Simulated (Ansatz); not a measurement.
Correlation energies of H3O3Si (`O[Si](O)O`) radical by basis set

Z-matrix (Å, degrees):
```
Si
O 1 1.637
O 1 1.642 2 106.3
O 1 1.648 2 114.2 3 -116.7
H 2 0.961 1 116.2 3 11.2
H 3 0.959 1 116.5 2 -160.8
H 4 0.959 1 117.0 2 -72.7
```

The species carries charge 0 and has multiplicity 2. The structure was optimised at the PBE0-D4/def2-TZVP level. It is one conformer, not always the lowest. Frozen core, unrestricted reference, the Gaussian-basis code of Ansatz. CBS rows extrapolate triple and quadruple zeta; past MP2 they add the triple-zeta difference.

```json
{"basis": "def2-SVP", "HF (Eh)": "-515.09083", "MP2 corr.": "-0.63398", "CCSD corr.": "-0.65288", "(T)": "-0.01330", "CCSD(T) total": "-515.75701"}
{"basis": "def2-TZVPP", "HF (Eh)": "-515.50635", "MP2 corr.": "-0.81688", "CCSD corr.": "-0.82742", "(T)": "-0.02919", "CCSD(T) total": "-516.36296"}
{"basis": "def2-QZVPP", "HF (Eh)": "-515.52764", "MP2 corr.": "-0.88535", "CCSD corr.": "–", "(T)": "–", "CCSD(T) total": "–"}
{"basis": "CBS(def2)", "HF (Eh)": "-515.53057", "MP2 corr.": "-0.93607", "CCSD corr.": "-0.94661", "(T)": "as TZ", "CCSD(T) total": "-516.50637"}
```
